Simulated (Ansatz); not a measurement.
This geometry of C$_{2}$H$_{10}$N$_{2}$Si (15 atoms, charge 0, multiplicity 1) is a first-order saddle point.

The calculation used RKS PBE-D4/def2-SVP (Ansatz).

```xyz
15
Properties=species:S:1:pos:R:3
N -0.407 1.980 1.543
C -0.517 0.997 0.505
C 0.278 -0.304 0.746
Si 0.116 -1.598 -0.637
N 0.565 -1.080 -2.250
H -1.218 2.290 2.064
H 0.488 2.404 1.765
H -1.594 0.745 0.393
H -0.212 1.398 -0.499
H 1.360 -0.059 0.863
H -0.033 -0.764 1.711
H -1.325 -2.034 -0.726
H 0.987 -2.779 -0.289
H -0.052 -0.421 -2.732
H 1.541 -0.826 -2.428
```

**Question.** Which two structures does it join? (They come from a converged band through this point; their orientation in space is the band's.)

**Answer.** No bond is made or broken. The height of N1 over the plane of its neighbours goes from -0.40 to 0.41 Å.

Image 0:

```xyz
15
Properties=species:S:1:pos:R:3
N -0.492 1.777 1.782
C -0.583 0.915 0.604
C 0.290 -0.332 0.755
Si 0.153 -1.566 -0.683
N 0.550 -0.959 -2.277
H -1.074 2.614 1.652
H 0.473 2.124 1.876
H -1.647 0.605 0.493
H -0.315 1.416 -0.366
H 1.361 -0.035 0.852
H 0.032 -0.853 1.704
H -1.271 -2.054 -0.763
H 1.083 -2.717 -0.399
H -0.098 -0.307 -2.728
H 1.515 -0.681 -2.473
```

Image 6:

```xyz
15
Properties=species:S:1:pos:R:3
N -0.507 2.101 1.456
C -0.575 1.033 0.461
C 0.234 -0.247 0.745
Si 0.116 -1.565 -0.625
N 0.567 -1.043 -2.234
H -0.812 1.734 2.368
H 0.477 2.372 1.597
H -1.647 0.766 0.321
H -0.248 1.454 -0.517
H 1.309 0.008 0.891
H -0.102 -0.714 1.700
H -1.316 -2.025 -0.719
H 1.008 -2.721 -0.253
H -0.066 -0.422 -2.743
H 1.539 -0.781 -2.419
```

**Question.** How far does it lie above each of them?

**Answer.** 19.8 kJ/mol above the first and 22.7 kJ/mol above the second. This is the barrier of this one path; another mechanism may lie lower.

Time of the run: 59 s on 2 threads of AMD EPYC 7R13 Processor (Zen 3), with other jobs on the host, peak memory 0.18 GiB.
